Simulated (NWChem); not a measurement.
System: C3H8N, doublet; SMILES C[CH]NC

```xyz
12

C      0.5048     1.5452     0.0681
C     -0.6731     0.6678    -0.1672
N     -0.6168    -0.6802     0.1682
C      0.5668    -1.4583    -0.0859
H      1.4009     1.2188    -0.4884
H      0.2811     2.5712    -0.2576
H      0.8014     1.6000     1.1381
H     -1.6732     1.1020    -0.0735
H     -1.4739    -1.1777    -0.0421
H      0.8488    -1.5117    -1.1583
H      0.4179    -2.4849     0.2791
H      1.4281    -1.0437     0.4604
```
Atoms are numbered in this order, from 1.

Program: NWChem. Pople sets run with spherical d functions. Spin-unrestricted. All runs use the structure optimised with PBE0/def2-SVP, spin-unrestricted. No frequency run checked for a minimum. No stability test was run on the SCF state. Vzz is the largest principal value of the second derivative of the potential at the nucleus (NWChem prints the opposite sign); η is the asymmetry. Non-relativistic.

Predict the results for CAM-B3LYP/6-31G*. Quantities: Vzz N3 (a.u.); η N3.


```json
{
 "Vzz N3 (a.u.)": "-0.978",
 "η N3": "0.12"
}
```
